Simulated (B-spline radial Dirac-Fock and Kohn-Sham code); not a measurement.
Auger decay of the 1s hole in As²⁺

System: the As²⁺ ion, configuration [Ar] 3d10 4s2 4p1.

The run's input, task.json:

```json
{"items": [{
  "Z": 33,
  "q": 2,
  "cfg": [[1, 0, 2], [2, 0, 2], [2, 1, 6], [3, 0, 2], [3, 1, 6], [3, 2, 10], [4, 0, 2], [4, 1, 1]],
  "A": 75,
  "rrms": 4.0968,
  "do": ["binding", "quiet", "decay"],
  "holes": ["K", "L1", "L2", "L3", "M1", "M2", "M3", "M4", "M5", "N1"]
}]}
```

Run with: `python xray_run.py task.json out`

These are calculated numbers from an atomic code on a B-spline grid; the model is one-electron (LDA, Dirac) transition rates at Dirac-Fock energies. Kinetic energies are configuration averages from the vacuum level; the two-hole energies are estimated from single-hole states.

```tsv
transition	kinetic energy (eV)	width (meV)	share (%)
K-L1L1	8689.0	54.9	6.2
K-L1L2	8871.2	65.6	7.5
K-L1L3	8907.9	113	12.9
K-L2L3	9068.3	279	31.7
K-L3L3	9103.4	152	17.3
K-L1M1	10060.3	15.5	1.8
K-L1M3	10124.6	15.9	1.8
K-L2M3	10299.9	33.6	3.8
K-L3M2	10330.4	33.5	3.8
K-L3M3	10336.6	37.1	4.2
```

For K holes below about Z = 40 intermediate coupling redistributes the KLL shares among these jj groups. The listed channels hold 91 % of the non-radiative rate. Summed by principal shells, of 0.879 eV in all: KLL 76.9 %, KLM 20.8 %, KMM 1.4 %, KLN 0.8 %.
